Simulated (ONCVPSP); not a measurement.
## oxygen ONCV: all-electron and pseudo phase curves

* Element: O
* Generator: ONCVPSP 4.0.1
* Type: optimised norm-conserving Vanderbilt (ONCV)
* Functional: LDA (Perdew-Wang 92)
* Relativity: non-relativistic
* Frozen core: [He]
* Valence charge: 6
* Reference configuration: 2s1 2p5
* Partial waves: 2s: rc 0.65 bohr, ncon 3, nbas 7, qcut 11.3 1/bohr, local; 2p: rc 1.25 bohr, ncon 4, nbas 8, qcut 11.3 1/bohr, 2 projectors, debl 0.6 Ha
* Local potential: the s channel
* Core correction: Teter function, fcfact 3.25, rcfact 1.55

The phase is arctan(r·R′/R) of the radial function R(r), unwrapped; energies in Ha, scanned from -2 to 5 Ha. A pole is an energy at which the radial function vanishes at the test radius. The pseudo phase is shifted by a multiple of π to meet the all-electron one at the reference energy, and phase errors are pseudo minus all-electron; the curves can meet again beyond the range given. Levels narrower than the energy grid can be missing from the lists of poles.

| channel | radius (bohr) | reference energy (Ha) | poles, all-electron | poles, pseudo | unbroken range about the reference energy with phases within 0.05 rad | phase error 1 Ha above the reference energy (rad) |
| --- | --- | --- | --- | --- | --- | --- |
| s | 0.66 | -0.89 | none | none | the whole range | -0.002 |
| p | 1.27 | -0.35 | 1.08 | 1.08 | the whole range | +0.000 |

Phases in the s channel:

```csv
E (Ha),all-electron,pseudo
-1.98,0.007,0.005
-1.62,-0.083,-0.084
-1.26,-0.173,-0.174
-0.90,-0.264,-0.264
-0.54,-0.352,-0.352
-0.18,-0.437,-0.438
0.18,-0.518,-0.520
0.54,-0.595,-0.598
0.90,-0.666,-0.670
1.26,-0.732,-0.738
1.62,-0.793,-0.800
1.98,-0.849,-0.858
2.34,-0.900,-0.911
2.70,-0.947,-0.960
3.06,-0.990,-1.004
3.42,-1.030,-1.045
3.78,-1.066,-1.083
4.14,-1.099,-1.117
4.50,-1.130,-1.149
4.86,-1.159,-1.179
```
